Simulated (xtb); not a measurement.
xtb input:

```bash
xtb mol.xyz --gfn 2 --ohess tight --chrg 0 --uhf 0
```
mol.xyz:
```
13

C      1.97912211    -0.03495425    -0.43095102
Si     0.59831703     0.88567173     0.34299015
F      0.07841369     1.94105634    -0.71251185
Cl     1.16409151     1.84451031     1.98682471
N     -0.85119670    -0.08549703     0.74315134
Si    -2.02896619    -0.72906063    -0.26151277
H      1.70181715    -0.51631315    -1.33627675
H      2.81898444     0.64425151    -0.64680769
H      2.44079651    -0.84633758     0.19092689
H     -0.85530000    -0.41197449     1.69434691
H     -1.47527953    -1.75065765    -1.15521000
H     -3.01627321    -1.28969358     0.59751489
H     -2.55138863     0.37808524    -1.15170718
```

Problem. Which total energy does the run end on?

Solution. -21.52447 Eh (GFN2-xTB).
